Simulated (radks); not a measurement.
Results of a calculation; reference values are marked as such.
Task: K2+, 17 electrons, occupied as [Ne] 3s2 3p5. Level of theory: Dirac Kohn-Sham, BLYP, spin-unpolarised, spherical densities, point nucleus; open shells are shared between the two j in proportion to 2j + 1; speed of light set to 205.554 atomic units (1.5 times the physical value, a model run) (a radial shooting solver on a logarithmic mesh with Libxc functionals).

Spin-orbit splittings of the eigenvalues, e(l+1/2) - e(l-1/2), with zeta = 2 splitting/(2l+1) and mean radii in bohr:

| shell | occ. | splitting (eV) | zeta (eV) | <r> j=l-1/2 | <r> j=l+1/2 |
|---|---|---|---|---|---|
| 2p | 6 | 1.282 | 0.8549 | 0.3500 | 0.3511 |
| 3p | 5 | ? | ? | 1.354 | 1.358 |

Estimate the 3p splitting.

Result: 0.1330 eV (zeta = 0.08866 eV).
